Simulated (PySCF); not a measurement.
C4H6F2, SMILES FC(C(=C)C)F. Atoms are numbered in the order given.

```xyz
12

C      1.6320     0.7365    -0.2644
C      0.3245     0.6745    -0.0066
C     -0.6166     1.8346    -0.0824
C     -0.3090    -0.6254     0.4050
F     -1.3578    -0.9053    -0.4114
F      0.5544    -1.6579     0.3339
H      2.1037     1.6795    -0.5527
H      2.2626    -0.1519    -0.1961
H     -1.3972     1.6479    -0.8365
H     -0.0873     2.7603    -0.3440
H     -1.1344     1.9921     0.8789
H     -0.7021    -0.5807     1.4389
```
Charge 0, spin multiplicity 1.

Geometry: PBE0-D3(BJ)/def2-SVP. Other conformers were not sampled.

Two levels are set side by side: PBE/pcSseg-1 (PySCF) and PBE0/pcSseg-1 (PySCF). GIAO shifts against CFCl3 (¹⁹F), TMS (¹H), TMS (¹³C) at the same level; non-relativistic, no solvent, atoms listed together averaged. Differences are taken from unrounded values.

```tsv
quantity	PBE
δ(¹³C) of C1 (ppm)	120.9
δ(¹³C) of C2 (ppm)	149.9
δ(¹³C) of C3 (ppm)	22.6
δ(¹³C) of C4 (ppm)	123.9
δ(¹H) of H12 (ppm)	6.43
```

Q: These are the PBE values. What does PBE0 give? (An estimate is asked for; the answer gives what the named calculation found.)

A: 
```json
[
 {"quantity": "δ(¹³C) of C1 (ppm)", "PBE0": "124.1", "PBE minus PBE0": "-3.2"},
 {"quantity": "δ(¹³C) of C2 (ppm)", "PBE0": "149.7", "PBE minus PBE0": "0.2"},
 {"quantity": "δ(¹³C) of C3 (ppm)", "PBE0": "21.7", "PBE minus PBE0": "1.0"},
 {"quantity": "δ(¹³C) of C4 (ppm)", "PBE0": "119.2", "PBE minus PBE0": "4.8"},
 {"quantity": "δ(¹H) of H12 (ppm)", "PBE0": "6.16", "PBE minus PBE0": "0.27"}
]
```

Rough cost on one machine, each run with all the roots and properties that it gave: PBE0 against PBE within a factor of 2.
